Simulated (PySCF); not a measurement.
Computed IR spectrum (relative IR intensity) of a molecule C4H6F2. Coordinates come from a PBE-D3(BJ)/def2-SVP optimisation. One conformer was computed; it need not be the lowest. Calculation: PBE-D3(BJ)/def2-SVP run with PySCF 2.14.0. Frequencies are harmonic and unscaled.

Lines under 2 % of the strongest are left out, and lines within 2 cm⁻¹ are merged.

ν (cm⁻¹): 105 (vw), 314 (w), 414 (w), 790 (w), 945 (w), 1025 (vs), 1059 (m), 1160 (s), 1180 (s), 1224 (m), 1266 (w), 1344 (vs), 1354 (w), 1378 (w), 2984 (w), 2989 (s), 3009 (w), 3085 (m), 3088 (w) (against the strongest line: vs over 80 %, s over 45 %, m over 15 %, w over 4 %, vw less)

Q: Which structure fits?
A) C[C@H]1[C@@H](F)[C@H]1F
B) C/C(F)=C(\C)F
C) F[C@H]1C[C@@H](F)C1
D) C=CC(C)(F)F

A: C, F[C@H]1C[C@@H](F)C1
